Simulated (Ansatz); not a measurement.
`N[SiH2][SiH](F)Br` and `N[SiH2][SiH2]F` differ in one atom or group.

Ansatz, PBE0-D4/def2-TZVP geometries, multiplicity 1. Each molecule was computed in one conformer, which needn't be the lowest.

Scalar relativity is left out up to krypton. Spin–orbit coupling is left out; it splits and shifts lone-pair levels of the heavy atoms by tenths of an eV.

```
                                      property  `N[SiH2][SiH](F)Br`
         HOMO–LUMO gap (B3LYP/def2-TZVPP) / eV                 6.40
         LUMO energy (ωB97M-V/def2-TZVPP) / eV                 0.99
         HOMO energy (ωB97M-V/def2-TZVPP) / eV                -9.74
             HOMO energy (PBE/def2-TZVPP) / eV                -6.19
           HOMO energy (B3LYP/def2-TZVPP) / eV                -7.33
size of the dipole moment (PBE/def2-TZVPP) / D                 2.10
```

(1) Give the same properties after the change, and the shifts. (An estimate is asked.)

## Answers

(1) Ansatz gave: 
| property | `N[SiH2][SiH2]F` | shift |
| --- | --- | --- |
| HOMO–LUMO gap (B3LYP/def2-TZVPP) / eV | 6.33 | -0.07 |
| LUMO energy (ωB97M-V/def2-TZVPP) / eV | 1.00 | 0.01 |
| HOMO energy (ωB97M-V/def2-TZVPP) / eV | -9.71 | 0.03 |
| HOMO energy (PBE/def2-TZVPP) / eV | -6.10 | 0.09 |
| HOMO energy (B3LYP/def2-TZVPP) / eV | -7.26 | 0.07 |
| size of the dipole moment (PBE/def2-TZVPP) / D | 1.53 | -0.57 |

Dipoles are sizes alone; their direction can turn.

B3LYP here is the variant with VWN-RPA as its local correlation; programs differ in this.
